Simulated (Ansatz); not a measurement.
`C#CS[SiH3]` + `CSS` → `CSS[SiH3]` + `C#CS` at 400 K and 1 bar (ligand exchange at the Si–S bond).

Isolated molecules relaxed with PBE0-D4/def2-TZVP in Ansatz; ΔE leaves out vibrations. CCSD(T)/CBS is the MP2 limit (def2-TZVPP, def2-QZVPP) plus CCSD(T) − MP2 in def2-TZVPP, frozen cores. This one scheme is used for every species. Each species was taken in one conformer, which may not be the lowest.

```json
{"species": "`C#CS[SiH3]`", "CCSD(T)/CBS energy (Eh)": "-765.30294", "H − E (kJ/mol)": "147.6", "S (J/(mol·K))": "350.1"}
{"species": "`CSS`", "CCSD(T)/CBS energy (Eh)": "-836.00794", "H − E (kJ/mol)": "149.0", "S (J/(mol·K))": "316.6"}
{"species": "`CSS[SiH3]`", "CCSD(T)/CBS energy (Eh)": "-1126.31043", "H − E (kJ/mol)": "205.2", "S (J/(mol·K))": "382.6"}
{"species": "`C#CS`", "CCSD(T)/CBS energy (Eh)": "-475.00020", "H − E (kJ/mol)": "91.3", "S (J/(mol·K))": "281.7"}
```

H − E and S are ideal-gas, rigid-rotor, harmonic terms from PBE0-D4/def2-TZVP, for one conformer and one mirror image of each species. 1 Eh = 2625.50 kJ/mol, R = 8.31446 J/(mol·K).

**Question.** By hand: ΔE, ΔH, ΔS and ΔG.

**Answer.** ΔE = (-1126.31043) + (-475.00020) − (-765.30294) − (-836.00794) = 0.00025 Eh = 0.7 kJ/mol. Δ(H − E) = 205.2 + 91.3 − 147.6 − 149.0 = -0.1, so ΔH = 0.6 kJ/mol. ΔS = 382.6 + 281.7 − 350.1 − 316.6 = -2.4 J/(mol·K). ΔG = 0.6 − 400 × (-2.4)/1000 = 1.6 kJ/mol.

**Question.** By hand: the equilibrium constant, and the temperature at which ΔG would vanish if ΔH and ΔS stayed fixed.

**Answer.** log₁₀ K = −ΔG/(RT ln 10) = -0.2. ΔH and −TΔS have one sign here, so there is no such temperature. One of them is within its doubt of zero, so this could turn.

TΔS isn't small against ΔH here. The sign of ΔG lies within the doubt. A doubt of 5 kJ/mol in ΔE shifts log₁₀ K by 0.7 here. Other conformers and mirror images would add mixing entropy, several J/(mol·K) or more a flexible species. These are equilibria of isolated gas molecules and say nothing of rates. Largest T1 diagnostic: 0.013 (customary marks: 0.02 for closed shells, 0.045 for open ones).
